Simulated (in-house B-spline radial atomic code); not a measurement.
A run on Mo⁴⁺ (an excited or competing configuration) that did not converge. Method: scalar-relativistic (X2C) wB97X, spin-polarised, spherical fractional occupations, exact exchange averaged over the configuration, Fermi nucleus of rms radius 4.4091 fm; computed with an all-electron radial atomic-structure program (B-spline basis).

Command:
```bash
python run_scf.py task.json out
```
Settings (nuclear radius in fm, mass in u):
```
Z                42
configuration    [Kr] 4d1 4f1
hamiltonian      x2c
method           wb97x
spin_polarised   True
nucleus          fermi
rms_radius       4.4091
atomic_mass      97.9054
speed_of_light   137.035999084
exact_exchange   averaged over the configuration
```

First and last ten iterations of the last attempt (damped for 15 steps, keeping 80 % of the old Fock matrix, then DIIS):
```
 iter        energy (Eh)    residual
    1       -4038.356005    4.98e-01
    2       -4042.622066    2.35e-01
    3       -4043.368751    1.58e-01
    4       -4043.735501    1.11e-01
    5       -4043.913102    7.86e-02
    6       -4043.998319    5.61e-02
    7       -4044.039085    4.05e-02
    8       -4044.058636    2.94e-02
    9       -4044.068078    2.15e-02
   10       -4044.072683    1.59e-02
  111       -4044.077346    2.43e-06
  112       -4044.077346    8.57e-07
  113       -4044.077346    8.28e-07
  114       -4044.077346    1.00e-06
  115       -4044.077346    9.42e-07
  116       -4044.077346    9.60e-07
  117       -4044.077346    8.64e-07
  118       -4044.077346    8.99e-07
  119       -4044.077346    1.43e-06
  120       -4044.077346    1.02e-06
 not converged after 120 iterations
```

The smallest residual met was 7.5e-07; the threshold is about 4e-07. Over the last five steps the energy moves by less than 1e-08 hartree, but the orbitals didn't meet the threshold. Cost of the run: 13 s on 1 thread of Intel(R) Xeon(R) 6975P-C (shared host).
